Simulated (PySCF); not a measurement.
PySCF job for Ga(Cl)(Me)(OH) (CH₄ClGaO), SMILES [CH3][Ga]([OH])[Cl], PBE-D3(BJ)/def2-SVP. Geometry optimised at PBE-D3(BJ)/def2-SVP. The structure was generated by enumeration; whether it is a known compound was not checked. Other conformers were not sampled.

```python
import numpy as np
from pyscf import gto, scf, dft, df
from pyscf.hessian import thermo

mol = gto.M(
    atom='''
    Ga   -0.26946230    0.00843343    0.16031944
    Cl    1.60046114   -0.03971038   -0.95884808
    C    -0.66247427   -1.17050450    1.66658695
    H    -0.66165947   -2.22350520    1.32366553
    H    -1.65283771   -0.91962116    2.09065581
    H     0.11683677   -1.05697760    2.44480778
    O    -1.44761170    1.23689286   -0.41873351
    H    -1.10110822    1.74162793   -1.17826790
    ''',
    basis='def2-SVP',
    charge=0,
    spin=0,
    max_memory=1600,
    verbose=3,
)
mf = dft.RKS(mol, xc='pbe').density_fit(auxbasis='def2-universal-jkfit')
mf.disp = 'd3bj'
mf.grids.level = 3
mf.conv_tol = 1e-11
mf.max_cycle = 100
mf.kernel()

# analytic Hessian; the response equations are solved on a coarser grid
h, args, fine = mf.Hessian(), (mf.mo_energy, mf.mo_coeff, mf.mo_occ), mf.grids
h.max_memory = max(150, 2.5e-5 * df.make_auxmol(mol, mf.with_df.auxbasis).nao * mol.nelec[0] * (mol.nelec[0] + mol.nao))  # MB; small integral blocks
h1ao = h.make_h1(mf.mo_coeff, mf.mo_occ)
mf.grids = dft.Grids(mol).set(level=1).build(with_non0tab=True)
mo1, mo_e1 = h.solve_mo1(*args, h1ao)
mf.grids = fine
hess = h.hess_elec(*args, mo1, mo_e1, h1ao) + h.hess_nuc()
if mf.do_disp():
    hess += h.get_dispersion()
for i in range(mol.natm):  # the analytic DFT Hessian lacks the response of the grid: restore translational invariance
    hess[i, i] -= hess[i].sum(axis=0)
hess = (hess + hess.transpose(1, 0, 3, 2)) / 2
vib = thermo.harmonic_analysis(mol, hess, imaginary_freq=False)
thermo.dump_normal_mode(mol, vib)
th = thermo.thermo(mf, vib['freq_au'][vib['freq_au'] > 0], 298.15, 101325)
thermo.dump_thermo(mol, th)
g0 = mf.nuc_grad_method().set(verbose=0).kernel()

# dipole derivatives [dipole axis, atom, xyz] from the same response
r, irp = mol.intor('int1e_r'), mol.intor('int1e_irp').reshape(3, 3, mol.nao, mol.nao)
sl, dm0, ok = mol.aoslice_by_atom(), np.array(mf.make_rdm1()), []
dmu = np.einsum('a,xt->xat', mol.atom_charges(), np.eye(3))
for a, (_, _, p0, p1) in enumerate(sl):
    dmu[:, a] += 2 * np.einsum('xtij,ij->xt', irp[:, :, :, p0:p1], dm0.reshape(-1, mol.nao, mol.nao).sum(0)[:, p0:p1])
    for u, c, occ, f in [(mo1, mf.mo_coeff, mf.mo_occ, 4)]:
        dmu[:, a] -= f * np.einsum('tui,xuv,vi->xt', u[a], r, c[:, occ > 0], optimize=True)
L = vib['norm_mode']
ir = 974.8801 * (np.einsum('xat,kat->kx', dmu, L) ** 2).sum(1)       # km/mol
apt = np.einsum('xax->a', dmu) / 3
print('mode   freq/cm-1   IR/(km/mol)')
for k, w in enumerate(vib['freq_wavenumber']):
    print(f'{k + 1:4d} {w:11.2f} {ir[k]:13.3f}')
print('max |gradient| / (hartree/bohr):', abs(g0).max())
print('APT charges:', apt.round(4))
```

It prints:

```
converged SCF energy = -2499.79271901597

WARN: DFTD3 does not support analytical Hessian, using finite difference


WARN: Mole.unit (angstrom) is changed to Bohr

Mode                                 0                   1                   2
Irrep
Freq [cm^-1]                       31.7353            126.4594            147.9048
Reduced mass [au]                   1.0329              3.8754              5.4128
Force const [Dyne/A]                0.0006              0.0365              0.0698
Char temp [K]                      45.6600            181.9469            212.8021
Normal mode                   x     y     z       x     y     z       x     y     z
       0  Ga                 0.00  0.00  0.00   -0.03  0.03 -0.01    0.03  0.05  0.05
       1  Cl                 0.01  0.01  0.01    0.01 -0.05  0.05   -0.02 -0.03 -0.03
       2   C                 0.00  0.00  0.00    0.16 -0.06 -0.04   -0.04 -0.07 -0.07
       3   H                -0.56  0.05 -0.14    0.23 -0.04 -0.11   -0.00 -0.03 -0.21
       4   H                 0.24  0.36  0.34    0.18 -0.19  0.09   -0.09 -0.14 -0.13
       5   H                 0.30 -0.43 -0.23    0.24 -0.03 -0.12   -0.11 -0.17  0.02
       6   O                -0.01 -0.02 -0.02   -0.03  0.03 -0.02   -0.04 -0.08 -0.07
       7   H                -0.02 -0.04 -0.04   -0.02  0.03 -0.02   -0.06 -0.10 -0.09
Mode                                 3                   4                   5
Irrep
Freq [cm^-1]                      162.9154            389.5529            395.7763
Reduced mass [au]                   5.7700             26.5521              1.1032
Force const [Dyne/A]                0.0902              2.3740              0.1018
Char temp [K]                     234.3991            560.4798            569.4340
Normal mode                   x     y     z       x     y     z       x     y     z
       0  Ga                 0.02  0.02 -0.03    0.05 -0.00 -0.03   -0.00 -0.00 -0.00
       1  Cl                 0.04 -0.04  0.02   -0.12  0.00  0.07    0.00  0.00  0.00
       2   C                -0.04  0.05 -0.03    0.02  0.03 -0.05   -0.00 -0.00 -0.00
       3   H                -0.06  0.04 -0.00    0.01  0.03 -0.03    0.01  0.01 -0.06
       4   H                -0.04  0.09 -0.07    0.02  0.05 -0.06   -0.02 -0.03 -0.03
       5   H                -0.06  0.04  0.00    0.00  0.02 -0.03   -0.03 -0.04  0.03
       6   O                -0.13 -0.04  0.13    0.03 -0.02  0.01    0.03  0.05  0.05
       7   H                -0.29  0.06  0.12   -0.02 -0.01 -0.00   -0.37 -0.64 -0.59
Mode                                 6                   7                   8
Irrep
Freq [cm^-1]                      572.0206            687.0434            709.4830
Reduced mass [au]                   4.3888             11.0757              1.2163
Force const [Dyne/A]                0.8461              3.0803              0.3607
Char temp [K]                     823.0103            988.5025           1020.7881
Normal mode                   x     y     z       x     y     z       x     y     z
       0  Ga                -0.03 -0.02  0.04    0.03 -0.04  0.02   -0.01 -0.01 -0.01
       1  Cl                 0.01 -0.00 -0.01   -0.00 -0.00  0.00    0.00  0.00  0.00
       2   C                 0.04  0.14 -0.17    0.03  0.02 -0.04    0.04  0.08  0.08
       3   H                 0.05  0.15 -0.19   -0.03  0.01 -0.01    0.04  0.27 -0.56
       4   H                 0.04  0.14 -0.17    0.01  0.11 -0.13   -0.12 -0.20 -0.13
       5   H                 0.05  0.14 -0.19   -0.02  0.02  0.01   -0.14 -0.46  0.33
       6   O                 0.04 -0.04  0.02   -0.14  0.15 -0.07    0.00  0.00  0.00
       7   H                 0.04 -0.04  0.03    0.05  0.03 -0.06    0.04  0.07  0.06
Mode                                 9                  10                  11
Irrep
Freq [cm^-1]                      731.4481            815.7429           1169.0416
Reduced mass [au]                   1.2450              1.1229              1.2235
Force const [Dyne/A]                0.3924              0.4403              0.9851
Char temp [K]                    1052.3909           1173.6725           1681.9905
Normal mode                   x     y     z       x     y     z       x     y     z
       0  Ga                -0.02  0.01 -0.01   -0.00 -0.01  0.01    0.00  0.00 -0.00
       1  Cl                 0.00 -0.00  0.00   -0.00  0.00 -0.00   -0.00 -0.00  0.00
       2   C                 0.10 -0.05 -0.01    0.04 -0.02 -0.00   -0.02 -0.08  0.10
       3   H                -0.26 -0.12  0.22   -0.07 -0.03  0.05    0.10  0.13 -0.49
       4   H                 0.01  0.43 -0.48    0.01  0.13 -0.15   -0.08  0.38 -0.33
       5   H                -0.23 -0.10  0.33   -0.06 -0.02  0.09    0.25  0.37 -0.27
       6   O                 0.01 -0.02  0.02    0.05  0.01 -0.04    0.00 -0.00  0.00
       7   H                 0.23 -0.15  0.02   -0.76  0.50 -0.06    0.01 -0.01  0.00
Mode                                12                  13                  14
Irrep
Freq [cm^-1]                     1376.2406           1377.9494           2991.9403
Reduced mass [au]                   1.0497              1.0526              1.0321
Force const [Dyne/A]                1.1714              1.1776              5.4433
Char temp [K]                    1980.1038           1982.5623           4304.7360
Normal mode                   x     y     z       x     y     z       x     y     z
       0  Ga                 0.00 -0.00 -0.00   -0.00 -0.00 -0.00   -0.00 -0.00  0.00
       1  Cl                 0.00  0.00 -0.00    0.00  0.00  0.00    0.00  0.00 -0.00
       2   C                 0.05 -0.02 -0.01   -0.03 -0.04 -0.04    0.01  0.03 -0.03
       3   H                -0.57  0.07 -0.28    0.40  0.03 -0.22    0.00 -0.55 -0.20
       4   H                 0.07 -0.27  0.22    0.31  0.47  0.45   -0.49  0.13  0.20
       5   H                -0.24  0.56  0.19   -0.36  0.05  0.30    0.41  0.07  0.40
       6   O                -0.00 -0.00  0.00    0.00  0.00  0.00    0.00  0.00 -0.00
       7   H                 0.01 -0.00  0.00    0.00  0.00  0.00   -0.00  0.00  0.00
Mode                                15                  16                  17
Irrep
Freq [cm^-1]                     3098.7852           3112.6670           3729.5375
Reduced mass [au]                   1.1025              1.1052              1.0668
Force const [Dyne/A]                6.2374              6.3087              8.7425
Char temp [K]                    4458.4619           4478.4348           5365.9742
Normal mode                   x     y     z       x     y     z       x     y     z
       0  Ga                -0.00 -0.00 -0.00    0.00 -0.00 -0.00    0.00 -0.00 -0.00
       1  Cl                -0.00 -0.00 -0.00   -0.00 -0.00  0.00    0.00 -0.00 -0.00
       2   C                -0.03 -0.06 -0.06    0.08 -0.04 -0.01   -0.00 -0.00  0.00
       3   H                -0.01  0.66  0.21    0.01  0.30  0.10   -0.00  0.00 -0.00
       4   H                -0.06  0.00  0.01   -0.70  0.18  0.30    0.00 -0.00  0.00
       5   H                 0.46  0.06  0.45   -0.28 -0.05 -0.30   -0.00  0.00  0.00
       6   O                -0.00 -0.00 -0.00   -0.00  0.00 -0.00    0.02  0.03 -0.05
       7   H                -0.00 -0.00 -0.00   -0.00  0.00 -0.00   -0.33 -0.51  0.75
temperature 298.1500 [K]
pressure 101325.00 [Pa]
Rotational constants [GHz] 5.43554 2.76760 1.85574
Symmetry number 1
Zero-point energy (ZPE) 0.04927 [Eh]   129353.663 [J/mol]
                           tot       elec      trans        rot        vib
Entropy [J/mol/K]       356.009      0.000    170.126    112.322     73.561
Cv [J/mol/K]             88.885      0.000     12.472     12.472     63.941
Cp [J/mol/K]             97.199      0.000     20.786     12.472     63.941
Internal energy [J/mol]                      3718.434   3718.434 140047.545
Internal energy [Eh]   -2499.73655  -2499.79272
Enthalpy [J/mol]                             6197.391   3718.434 140047.545
Enthalpy [Eh]          -2499.73560
Gibbs free energy [J/mol]                  -44525.633 -29770.318 118115.330
Gibbs free energy [Eh] -2499.77603
mode   freq/cm-1   IR/(km/mol)
   1       31.74         0.227
   2      126.46         2.137
   3      147.90         4.422
   4      162.92        17.761
   5      389.55        38.915
   6      395.78       111.620
   7      572.02        20.500
   8      687.04        76.595
   9      709.48        16.415
  10      731.45        21.062
  11      815.74       121.532
  12     1169.04         3.080
  13     1376.24         2.544
  14     1377.95         3.977
  15     2991.94         0.530
  16     3098.79         0.244
  17     3112.67         0.453
  18     3729.54        56.556
max |gradient| / (hartree/bohr): 6.939870031022035e-05
APT charges: [ 1.2568 -0.5497 -0.2992  0.0291  0.0164  0.0295 -0.7368  0.2539]
```

Self-consistency was reached.
